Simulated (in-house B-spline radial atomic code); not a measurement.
# One electron outside the [Kr] 4d10 core: the holmium ion Ho²⁰⁺

Computed with a B-spline radial code for spherical atoms, no-pair Dirac-Coulomb Hamiltonian, finite nucleus. Rungs: frozen-core Dirac-Hartree-Fock (DHF); Brueckner orbitals from the second-order correlation potential; the same with the Coulomb interaction screened by the core and the hole-particle interaction summed; Breit and QED terms from differences of relaxed Dirac-Fock atoms, where computed. Partial waves beyond l = 6 are extrapolated. The tables show a selection of states; those near core-excited levels, with erratic corrections or far from their DHF start are never shown.

Command:
```bash
python run_mb.py task.json out
```
Settings (nuclear radius in fm, box in bohr, cutoff in hartree):
```
basis_form          2
Z                   67
core_configuration  [Kr] 4d10
rms_radius          5.2022
mass_number         165
speed_of_light      137.036
box_radius          11.486
lmax                6
intervals           62
virtual_cutoff      8978.0
```

Time taken, with all properties: 2.6 min on 1 thread of Arm Neoverse V2, with other jobs on the host.

Removal energies (eV):

| state | DHF | second order | screened | Breit + QED | final |
| --- | --- | --- | --- | --- | --- |
| 4f5/2 | 511.048 | 515.286 | 514.771 | - | - |
| 4f7/2 | 509.341 | 513.51 | 513.003 | - | - |
| 5s1/2 | 458.769 | ? | ? | ? | ? |
| 5p1/2 | 425.668 | 428.843 | 428.294 | -0.402 | 427.892 |
| 5p3/2 | 411.476 | ? | ? | ? | ? |

Q: What does correlation do to 5s1/2?

A: It adds 3.242 eV to the removal energy in second order and 2.673 eV with screening; Breit and QED add -0.475 eV, for a final 460.968 eV.

Q: What does correlation do to 5p3/2?

A: It adds 2.973 eV to the removal energy in second order and 2.46 eV with screening; Breit and QED add -0.251 eV, for a final 413.685 eV.

Q: How does the lowest state compare with the NIST ionisation energy?

A: 4f5/2 is bound by 514.8 eV, without recoil; NIST lists 510 ± 4 eV (tabulated theory), a difference of +4.8 eV.

Magnetic hyperfine constants per unit nuclear g factor (MHz, nucleus as a uniformly magnetised ball; they apply to isotopes with nuclear spin):

```csv
state,DHF,+ core polarisation,+ Brueckner
5s1/2,240700,255200,259300
5p1/2,71980,76320,77790
5p3/2,9137,10080,10300
```
